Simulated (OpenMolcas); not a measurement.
F4+: effect of the active space

```
Program             : OpenMolcas 26.06
Method              : SS-CASPT2, IPEA 0.25 Eh, imaginary shift 0.1 Eh
Basis               : ANO-RCC-VDZP
Scalar Hamiltonian  : DKH2, point nucleus
Spin-orbit coupling : state interaction with AMFI integrals over the reference wave functions, term energies averaged over their components
```

A. 3 electrons in 4 orbitals (2s 2p); 2S+1 = 4 odd, 1 root; 2S+1 = 2 odd, 11 roots (3 in the spin-orbit step); 2S+1 = 4 even, 3 roots; 2S+1 = 2 even, 9 roots; closed shells correlated: 1s; CASPT2 step about 1.6 core-seconds
B. 3 electrons in 8 orbitals (2s 2p 3s 3p); 2S+1 = 4 odd, 1 root (0 in the spin-orbit step); 2S+1 = 2 odd, 3 roots; 2S+1 = 4 even, 3 roots; 2S+1 = 2 even, 5 roots (0 in the spin-orbit step); closed shells correlated: 1s; CASPT2 step roughly 1.6 core-seconds

Energies in cm⁻¹ above 2s² 2p ²P°_1/2, the measured ground level; measured values from Moore, Atomic Energy Levels, vol. I, NSRDS-NBS 35 (1971 reprint of NBS Circular 467, 1949).

| Level | A | B | Measured |
| --- | --- | --- | --- |
| 2s² 2p ²P°_1/2 | 0.0 | 0.0 | 0.0 |
| 2s² 2p ²P°_3/2 | 578 | 581 | 746 |
| 2s 2p² ⁴P_1/2 | 94425 | 94629 |  |
| 2s 2p² ⁴P_3/2 | 94628 | 94830 |  |
| 2s 2p² ⁴P_5/2 | 94962 | 95165 |  |

Between A and B the level of the table that moves most is 2s 2p² ⁴P_1/2, by 200 cm-1 (lowest in A, highest in B).

The basis is small and was not contracted for so high a charge. Active for correlation alone: 3p 3s; no level in the range computed is led by a configuration that fills them, so any true level of that kind is missing (holds for B). Levels of configurations outside the active space are missing. Levels that lie high or do not pair safely by name in every column are left out.

° marks odd parity.
